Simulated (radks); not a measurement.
Spherical jellium clusters: N electrons in a uniform positive sphere of charge N and radius rs N^(1/3), rs = 3.6 bohr. Calculated with a radial shooting solver with Libxc functionals: non-relativistic Kohn-Sham, LDA (Slater exchange, Perdew-Wang correlation), spin-polarised, spherical densities. Levels are named by radial order and angular momentum (1s, 1p, 1d, 2s, ...), and open shells are averaged over m.

N = 24, configuration 1s2 1p6 1d10 2s2 1f(up 4, down 0). This is the lowest configuration that the search found. Occupied and some empty levels:

| level | occupation | eigenvalue (eV) | <r> (bohr) |
|---|---|---|---|
| 1s up | 1 | -5.9434 | 6.481 |
| 1s down | 1 | -5.7787 | 6.248 |
| 1p up | 3 | -5.1060 | 7.593 |
| 1p down | 3 | -4.8769 | 7.484 |
| 1d up | 5 | -4.0261 | 8.394 |
| 1d down | 5 | -3.7652 | 8.363 |
| 2s up | 1 | -3.4274 | 6.869 |
| 2s down | 1 | -3.2946 | 6.999 |
| 1f up | 4 | -2.7571 | 9.114 |
| 1f down | 0 | -2.4873 | 9.148 |
| 2p up | 0 | -2.0174 | 8.522 |
| 2p down | 0 | -1.8846 | 8.614 |
| 1g up | 0 | -1.3560 | 9.900 |
| 1g down | 0 | -1.0984 | 10.02 |
| 2d up | 0 | -0.77898 | 10.94 |
| 2d down | 0 | -0.65927 | 11.23 |

Energy (eV): total -43.2537, kinetic 50.966, external -1783.3, Hartree 879.25, exchange-correlation -95.783, background 905.63.
